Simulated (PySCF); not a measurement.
SMILES FC(F)(F)CC(F)(F)F at its GFN2-xTB optimised geometry (Å):

```
11

F     -0.4713     1.2695    -2.7233
C     -0.0320     0.0265    -2.5258
F     -0.5710    -0.7335    -3.4889
F      1.2855     0.0305    -2.7285
C     -0.4163    -0.5233    -1.1554
C      0.1726     0.2806     0.0000
F      1.5057     0.2806     0.0000
F     -0.2277     1.5520     0.0000
F     -0.2158    -0.2492     1.1679
H     -0.0550    -1.5520    -1.0810
H     -1.5057    -0.5070    -1.0691
```

Computed with PBE/def2-TZVP (PySCF). Cells within 0.4 Å of a nucleus heavier than hydrogen are left out (blank, or x).

Map of the HOMO−1 amplitude (bohr^(-3/2)) on the plane z = 0.0 Å; orbital energy -9.77 eV, overall sign arbitrary:

```
|555555555555555555555555555|
|555555555555555555555555555|
|555555555555555555555555555|
|555555555555555555555555555|
|555555555555555555555555555|
|555555555555566555555555555|
|555555554444677655555555555|
|555555554432xx9755555555555|
|55555555432xxx9755444555555|
|555555554420xx7654334455555|
|555555554433355542123455555|
|5555555555444xx530x03455555|
|5555555555555xx55xxx4555555|
|5555555555555xx57xx96555555|
|555555555555555578986555555|
|555555555555545566766555555|
|555555555555545555665555555|
|555555555555555555555555555|
|555555555555555555555555555|
|555555555555555555555555555|
|555555555555555555555555555|
|555555555555555555555555555|
|555555555555555555555555555|
|555555555555555555555555555|
|555555555555555555555555555|
|555555555555555555555555555|
|555555555555555555555555555|
```
Scale: ten equal steps from -0.122 (start of '0') to 0.108 (end of '9'), in the order '0123456789'; x runs from -4.00 to 4.00, y from -4.00 (bottom) to 4.00 (top).
